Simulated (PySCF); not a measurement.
F2GaH2N, SMILES [NH2][Ga]([F])[F]. Coordinates come from a r2SCAN-D4/def2-SVP optimisation. The values are those of a single conformer.

Computed equilibrium geometry at r2SCAN-D4/def2-SVP (PySCF confirms it by a frequency run) as Cartesian coordinates in Å, and its point group (one conformer of several):
point group Cs.
```xyz
6

Ga     0.0076     0.0094     0.0000
F      0.9356    -0.0080     1.4735
F      0.9356    -0.0080    -1.4735
N     -1.7785    -0.0550     0.0000
H     -2.3133     0.1195    -0.8434
H     -2.3133     0.1195     0.8434
```
Charge 0, spin multiplicity 1.
